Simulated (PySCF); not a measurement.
Predicted microwave data (CAM-B3LYP/def2-SVPD in PySCF (dipole) on a GFN2-xTB geometry, gas phase) for one isomer of C4H6ClNO:

```
Rotational constants : A = 6366, B = 798.4, C = 772.3 MHz
Dipole components    : |μa| = 1.03 D, |μb| = 4.06 D, |μc| = 0.84 D
Inertial defect      : -58.05 u·Å²
κ                    : -0.99
```

Question: Which candidate fits, each taken in the one conformer that was computed?
A. `[NH2:1][C:2](=[O:3])/[CH:4]=[CH:5]/[CH2:6][Cl:7]` with H–N1–C2–O3 -177° and -3°, N1–C2–C4–C5 -175°, C4–C5–C6–Cl7 -112°
B. `[CH2:1]=[N:2]/[C:3](=[CH:4]\[Cl:5])[O:6][CH3:7]` with C1–N2–C3–C4 45°, N2–C3–O6–C7 5°

Answer: A. It is NC(=O)/C=C/CCl, a near-prolate asymmetric top, point group C1. The candidates at the same level (rigid rotor, commonest isotopes):

```
        SMILES  A (MHz)  B (MHz)  C (MHz)  μa (D)  μb (D)  μc (D)  Δ (u·Å²)  point group                        rotor
NC(=O)/C=C/CCl     6366    798.4    772.3    1.03    4.06    0.84    -58.05           C1  near-prolate asymmetric top
C=N/C(=C\Cl)OC     4337     1394     1075    1.28    1.70    0.74     -9.08           C1               asymmetric top
```

`C=N/C(=C\Cl)OC` has B 75 % too high. No structure here is proved a minimum.
